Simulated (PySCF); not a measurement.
Isomers of C2H6OSi. Method used: PBE0-D3(BJ)/def2-SVP geometry optimisation, gas phase in PySCF. One conformer each; no zero-point energy, no entropy. No frequencies were run at this level. Point groups hold within 0.08 Å.

**Question.** Order them by energy at this level, lowest first, and give relative energies in kcal/mol.
A. `[CH3:1][SiH2:2][CH:3]=[O:4]` with C1–Si2–C3–O4 -1°
B. `[CH2:1]=[CH:2][SiH2:3][OH:4]` with C1–C2–Si3–O4 9°, C2–Si3–O4–H 68°
C. `CC(=O)[SiH3]`

**Answer.** B (0.0), A (19.3), C (20.2).

As drawn, the lowest has an O–H bond, an Si–O bond and a C=C bond outside aromatic rings, which the highest lacks; the highest has a C=O bond, which the lowest lacks. Neighbours under 2.5 kcal/mol apart (C[SiH2]C=O and CC(=O)[SiH3]) can change places with a better method, another conformer or zero-point energy.

```
      SMILES      E (Eh)  E rel (kcal/mol)  dipole (D)  point group      A, B, C (MHz)
  C=C[SiH2]O  -444.04407               0.0        1.67            –  10796, 4198, 3167
  C[SiH2]C=O  -444.01328              19.3        1.76           Cs   9833, 4058, 3029
CC(=O)[SiH3]  -444.01189              20.2        2.36      near Cs   9428, 4128, 3028
```

**Question.** How do the relative energies change in single points at PBE0/pcSseg-1 (no added dispersion term) on the same geometries?

**Answer.** 
```tsv
SMILES	PBE0-D3(BJ)/def2-SVP (kcal/mol)	PBE0/pcSseg-1 (kcal/mol)	shift
C=C[SiH2]O	0.0	0.0	0.0
C[SiH2]C=O	19.3	19.6	+0.3
CC(=O)[SiH3]	20.2	20.9	+0.7
```

Each column counts from its own lowest isomer. The order is unchanged; the largest shift is 0.7 kcal/mol.

**Question.** As an exercise, what shares would exp(−E/RT) give at 2000 K from these electronic energies alone (no entropy, no degeneracies)?

**Answer.** RT = 3.974 kcal/mol: C=C[SiH2]O 98.6 %, C[SiH2]C=O 0.8 %, CC(=O)[SiH3] 0.6 %.
